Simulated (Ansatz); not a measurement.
# Nudged elastic band run: C4H5B

Input:

```yaml
crystal:
  periodic: [false, false, false]
  atoms:
    - { symbol: B, position_ang: [-1.226126, -1.885692, 0.465965] }
    - { symbol: C, position_ang: [0.014793, -1.061248, 0.879026] }
    - { symbol: C, position_ang: [0.340128, 0.044915, 0.250431] }
    - { symbol: C, position_ang: [0.634702, 1.101128, -0.362523] }
    - { symbol: C, position_ang: [0.938512, 2.194661, -0.996648] }
    - { symbol: H, position_ang: [-1.904069, -1.521046, -0.435338] }
    - { symbol: H, position_ang: [-1.503415, -2.883312, 1.046132] }
    - { symbol: H, position_ang: [0.651072, -1.368139, 1.693265] }
    - { symbol: H, position_ang: [0.340277, 2.548991, -1.815491] }
    - { symbol: H, position_ang: [1.797328, 2.778642, -0.721818] }
basis:
  gaussian: { orbitals: def2-mTZVP }
hamiltonian:
  xc: hf
neb:
  order_check: false
  images: 5
  f_tol: 0.03
  max_iterations: 60
  final_atoms:
    - { symbol: B, position_ang: [-1.22522576, -1.88463697, 0.46426224] }
    - { symbol: C, position_ang: [0.01556871, -1.06162605, 0.88089844] }
    - { symbol: C, position_ang: [0.33983805, 0.04602565, 0.25455536] }
    - { symbol: C, position_ang: [0.63345247, 1.10213783, -0.35894162] }
    - { symbol: C, position_ang: [0.93730246, 2.19399339, -0.99593052] }
    - { symbol: H, position_ang: [-1.50017376, -2.88753303, 1.03660066] }
    - { symbol: H, position_ang: [-1.90549736, -1.51277371, -0.4325062] }
    - { symbol: H, position_ang: [0.65258997, -1.37126022, 1.69325753] }
    - { symbol: H, position_ang: [0.33460903, 2.55007966, -1.81083743] }
    - { symbol: H, position_ang: [1.80073819, 2.77449344, -0.72835745] }
  initial_path:
    images:
      - { positions_ang: [[-1.226126, -1.885692, 0.465965], [0.014793, -1.061248, 0.879026], [0.340128, 0.044915, 0.250431], [0.634702, 1.101128, -0.362523], [0.938512, 2.194661, -0.996648], [-1.904069, -1.521046, -0.435338], [-1.503415, -2.883312, 1.046132], [0.651072, -1.368139, 1.693265], [0.340277, 2.548991, -1.815491], [1.797328, 2.778642, -0.721818]] }
      - { positions_ang: [[-1.23074618, -1.88726833, 0.48563946], [0.03563187, -1.08659507, 0.84483733], [0.3313527, 0.03332451, 0.23272545], [0.6512847, 1.11192711, -0.36691239], [0.91802912, 2.21657725, -0.98072595], [-1.70210526, -1.89363586, -0.44401814], [-1.72932236, -2.48833293, 1.07917849], [0.71744658, -1.43796286, 1.60098203], [0.28134897, 2.61228503, -1.72395232], [1.81028185, 2.76858115, -0.72475295]] }
      - { positions_ang: [[-1.23536635, -1.88884466, 0.50531393], [0.05647074, -1.11194214, 0.81064866], [0.32257741, 0.02173402, 0.2150199], [0.66786741, 1.12272621, -0.37130178], [0.89754624, 2.2384935, -0.9648039], [-1.50014151, -2.26622571, -0.45269829], [-1.95522973, -2.09335386, 1.11222497], [0.78382117, -1.50778672, 1.50869906], [0.22242094, 2.67557905, -1.63241365], [1.8232357, 2.75852031, -0.72768789]] }
      - { positions_ang: [[-1.23998653, -1.89042099, 0.52498839], [0.0773096, -1.13728921, 0.77645998], [0.31380211, 0.01014353, 0.19731435], [0.68445011, 1.13352532, -0.37569118], [0.87706335, 2.26040975, -0.94888185], [-1.29817777, -2.63881557, -0.46137843], [-2.18113709, -1.69837479, 1.14527146], [0.85019575, -1.57761059, 1.41641609], [0.16349291, 2.73887308, -1.54087497], [1.83618955, 2.74845946, -0.73062284]] }
      - { positions_ang: [[-1.23506627, -1.88849298, 0.50474634], [0.0567293, -1.11206816, 0.8112728], [0.32248076, 0.02210424, 0.21639468], [0.6674509, 1.12306282, -0.37010799], [0.89714306, 2.23827097, -0.96456474], [-1.36550977, -2.72172139, 0.03794793], [-2.08925718, -1.63650776, 0.61934557], [0.78432716, -1.50882713, 1.50869657], [0.22053162, 2.67594194, -1.63086246], [1.82437243, 2.75713745, -0.72986771]] }
      - { positions_ang: [[-1.23014601, -1.88656497, 0.48450429], [0.03614901, -1.0868471, 0.84608562], [0.3311594, 0.03406495, 0.23547502], [0.65045168, 1.11260033, -0.36452481], [0.91722276, 2.21613218, -0.98024763], [-1.43284176, -2.80462721, 0.53727429], [-1.99737727, -1.57464074, 0.09341969], [0.71845856, -1.44004368, 1.60097705], [0.27757032, 2.6130108, -1.72084994], [1.81255531, 2.76581545, -0.72911258]] }
      - { positions_ang: [[-1.22522576, -1.88463697, 0.46426224], [0.01556871, -1.06162605, 0.88089844], [0.33983805, 0.04602565, 0.25455536], [0.63345247, 1.10213783, -0.35894162], [0.93730246, 2.19399339, -0.99593052], [-1.50017376, -2.88753303, 1.03660066], [-1.90549736, -1.51277371, -0.4325062], [0.65258997, -1.37126022, 1.69325753], [0.33460903, 2.55007966, -1.81083743], [1.80073819, 2.77449344, -0.72835745]] }
```

Command:

```bash
$ ansatz run input.yaml --threads 2 --pin off --max-ram 3072MiB --backend cpu --events-out ev --progress --plain --runs-dir out
```

Output, in part (warnings, iteration lines, the closing report on the highest movable image, with atoms numbered from 0):

```
NEB end point (image 0): max|allowed force component| = 8.707e-3 eV/Å (the criterion of neb.relax_end_points is 1.000e-2)
NEB end point (image 6): max|allowed force component| = 5.532e-3 eV/Å (the criterion of neb.relax_end_points is 1.000e-2)
NEB iter   1: max|band force component| = 1.417e1 eV/Å  barrier→ = 3.4457 eV  barrier← = 3.4456 eV  Δτ_max = 0.1968 Å  (283 SCF iters)
NEB iter   2: max|band force component| = 2.506e0 eV/Å  barrier→ = 0.9046 eV  barrier← = 0.9045 eV  Δτ_max = 0.1962 Å  (213 SCF iters)
NEB iter   3: max|band force component| = 2.970e0 eV/Å  barrier→ = 0.5409 eV  barrier← = 0.5409 eV  Δτ_max = 0.1022 Å  (209 SCF iters)
NEB iter   4: max|band force component| = 1.460e0 eV/Å  barrier→ = 0.4841 eV  barrier← = 0.4841 eV  Δτ_max = 0.0991 Å  (206 SCF iters)
NEB iter   5: max|band force component| = 3.533e0 eV/Å  barrier→ = 0.5496 eV  barrier← = 0.5496 eV  Δτ_max = 0.0500 Å  (209 SCF iters)
NEB iter   6: max|band force component| = 4.925e-1 eV/Å  barrier→ = 0.3485 eV  barrier← = 0.3485 eV  CI = image 3  Δτ_max = 0.0510 Å  (209 SCF iters)
NEB iter   7: max|band force component| = 4.634e-1 eV/Å  barrier→ = 0.3429 eV  barrier← = 0.3429 eV  CI = image 3  Δτ_max = 0.0206 Å  (210 SCF iters)
NEB iter   8: max|band force component| = 3.130e-1 eV/Å  barrier→ = 0.3388 eV  barrier← = 0.3387 eV  CI = image 3  Δτ_max = 0.0216 Å  (212 SCF iters)
NEB iter   9: max|band force component| = 2.395e-1 eV/Å  barrier→ = 0.3382 eV  barrier← = 0.3382 eV  CI = image 3  Δτ_max = 0.0109 Å  (209 SCF iters)
NEB iter  10: max|band force component| = 1.859e-1 eV/Å  barrier→ = 0.3345 eV  barrier← = 0.3344 eV  CI = image 3  Δτ_max = 0.0109 Å  (207 SCF iters)
NEB iter  11: max|band force component| = 1.274e-1 eV/Å  barrier→ = 0.3319 eV  barrier← = 0.3319 eV  CI = image 3  Δτ_max = 0.0109 Å  (208 SCF iters)
NEB iter  12: max|band force component| = 1.329e-1 eV/Å  barrier→ = 0.3304 eV  barrier← = 0.3304 eV  CI = image 3  Δτ_max = 0.0054 Å  (206 SCF iters)
NEB iter  13: max|band force component| = 1.211e-1 eV/Å  barrier→ = 0.3297 eV  barrier← = 0.3297 eV  CI = image 3  Δτ_max = 0.0054 Å  (209 SCF iters)
NEB iter  14: max|band force component| = 9.608e-2 eV/Å  barrier→ = 0.3291 eV  barrier← = 0.3291 eV  CI = image 3  Δτ_max = 0.0054 Å  (205 SCF iters)
NEB iter  15: max|band force component| = 5.779e-2 eV/Å  barrier→ = 0.3287 eV  barrier← = 0.3287 eV  CI = image 3  Δτ_max = 0.0109 Å  (204 SCF iters)
NEB iter  16: max|band force component| = 9.403e-2 eV/Å  barrier→ = 0.3285 eV  barrier← = 0.3285 eV  CI = image 3  Δτ_max = 0.0054 Å  (204 SCF iters)
NEB iter  17: max|band force component| = 3.821e-2 eV/Å  barrier→ = 0.3284 eV  barrier← = 0.3284 eV  CI = image 3  Δτ_max = 0.0109 Å  (204 SCF iters)
NEB iter  18: max|band force component| = 1.099e-1 eV/Å  barrier→ = 0.3284 eV  barrier← = 0.3284 eV  CI = image 3  Δτ_max = 0.0054 Å  (205 SCF iters)
NEB iter  19: max|band force component| = 4.322e-2 eV/Å  barrier→ = 0.3284 eV  barrier← = 0.3284 eV  CI = image 3  Δτ_max = 0.0054 Å  (205 SCF iters)
NEB iter  20: max|band force component| = 6.100e-2 eV/Å  barrier→ = 0.3284 eV  barrier← = 0.3283 eV  CI = image 3  Δτ_max = 0.0027 Å  (202 SCF iters)
NEB iter  21: max|band force component| = 3.091e-2 eV/Å  barrier→ = 0.3283 eV  barrier← = 0.3283 eV  CI = image 3  Δτ_max = 0.0027 Å  (202 SCF iters)
NEB iter  22: max|band force component| = 2.180e-2 eV/Å  barrier→ = 0.3283 eV  barrier← = 0.3283 eV  CI = image 3  Δτ_max = 0.0000 Å  (544 SCF iters)
Total energy: -4870.53037555 eV, -178.9886899376 hartree
Atom 0 at    -1.250934    -1.904886     0.480673 Å, force    -0.000452    -0.000376    -0.000364 eV/Å
Atom 1 at     0.083103    -1.119769     0.726074 Å, force     0.000063    -0.000109    -0.000183 eV/Å
Atom 2 at     0.374429     0.024893     0.181910 Å, force     0.000436    -0.001940     0.001386 eV/Å
Atom 3 at     0.628132     1.132724    -0.360429 Å, force     0.001347     0.003335    -0.001550 eV/Å
Atom 4 at     0.903633     2.276494    -0.913186 Å, force     0.001699    -0.000716     0.001443 eV/Å
Atom 5 at    -1.326097    -2.704158    -0.392168 Å, force     0.000112     0.000250     0.000369 eV/Å
Atom 6 at    -2.187872    -1.733690     1.187154 Å, force    -0.000149     0.000239    -0.000014 eV/Å
Atom 7 at     0.814035    -1.557782     1.393484 Å, force    -0.000395    -0.000102    -0.000213 eV/Å
Atom 8 at     0.213012     2.754137    -1.583158 Å, force    -0.000706    -0.000126    -0.000352 eV/Å
Atom 9 at     1.831761     2.780937    -0.717352 Å, force    -0.001955    -0.000455    -0.000521 eV/Å
Dipole moment:     0.007445    -0.069431     0.046583 e Å
```

The run converged. A vibrational analysis at the climbing image gives one clearly imaginary mode, 345i cm⁻¹: a first-order saddle point.

Final band (atoms are numbered from 1 in the order of the input):

```tsv
image	path coordinate (Å)	energy (eV)	dihedral H7–B1–C2–C3 (°)
0	0.00	0.00	180
1	0.71	0.06	-151
2	1.43	0.22	-121
3	2.14	0.33	-91
4	2.86	0.22	-59
5	3.57	0.06	-28
6	4.28	0.00	0
```

The run took 2.2 min on 2 threads of Arm Neoverse V2, with other jobs on the host, peak memory 0.18 GiB.
